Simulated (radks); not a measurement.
The gallium ion Ga2+, configuration [Ar] 3d10 4s1 (the NIST ground configuration). All-electron calculation, scalar-relativistic Kohn-Sham, r2SCAN, spin-polarised, spherical densities, finite nucleus; open shells are filled with parallel spins first; meta-GGA in the generalised Kohn-Sham scheme; Fermi nuclear charge, rms radius 3.9973 fm. Program: a radial shooting solver on a logarithmic mesh with Libxc functionals.

Unscreened Slater integrals over Kohn-Sham orbitals (eV). They are taken over the spin-up orbitals.

| integral | value |
|---|---|
| F0(4s,4s) | 11.840 |
| F0(4s,3d) | 14.919 |
| G2(4s,3d) | 1.6230 |
| F0(4s,3p) | 15.167 |
| G1(4s,3p) | 0.92357 |
| F0(4s,3s) | 15.218 |
| G0(4s,3s) | 0.66876 |
| F0(3d,3d) | 31.644 |
| F2(3d,3d) | 14.587 |
| F4(3d,3d) | 9.0655 |
| F0(3d,3p) | 33.673 |
| F2(3d,3p) | 15.869 |
| G1(3d,3p) | 19.545 |
| G3(3d,3p) | 11.883 |
| F0(3d,3s) | 34.282 |
| G2(3d,3s) | 14.834 |
| F0(3p,3p) | 36.223 |
| F2(3p,3p) | 18.099 |
| F0(3p,3s) | 36.900 |
| G1(3p,3s) | 24.413 |
| F0(3s,3s) | 37.640 |
